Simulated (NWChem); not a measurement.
System: SeO, triplet; SMILES [Se]=O

Computed with NWChem. Pople sets run with spherical d functions. Spin-unrestricted. All runs use the structure optimised with PBE0/def2-SVP, spin-unrestricted. No stability test was run on the SCF state.

**Question.** What does the run give for PBE0/6-31G*? Quantities: highest occupied level (eV); lowest empty minus highest occupied level, either spin (eV); dipole (D); <S²>.

**Answer.** 
```
Property                                                     Result
-----------------------------------------------------------  ------
highest occupied level (eV)                                   -7.32
lowest empty minus highest occupied level, either spin (eV)    4.06
dipole (D)                                                     2.01
<S²>                                                           2.01
```
